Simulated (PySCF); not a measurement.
C3H9FSi, SMILES C[Si](C)(C)F.

Coordinates come from a B3LYP-D3(BJ)/def2-SVP optimisation.

Two levels are set side by side: PBE/def2-TZVP (PySCF) and M06-2X/def2-TZVP (PySCF). Same geometry, gas phase. Differences are taken from unrounded values.

```tsv
quantity	M06-2X	PBE	PBE minus M06-2X
orbital gap (eV)	11.28	7.34	-3.94
highest occupied level (eV)	-9.85	-7.23	2.61
lowest empty level (eV)	1.43	0.10	-1.33
dipole moment (D)	1.97	1.87	-0.10
mean polarisability (bohr³)	60.2	63.2	3.0
```

Without exact exchange PBE keeps part of each electron's self-repulsion, which lifts occupied levels and narrows the gap. Loosely held outer electrons make PBE densities more polarisable. Differences between two approximate levels are no errors against the true value.

Rough cost on one machine, each run with all the roots and properties that it gave: M06-2X against PBE about 3 times.
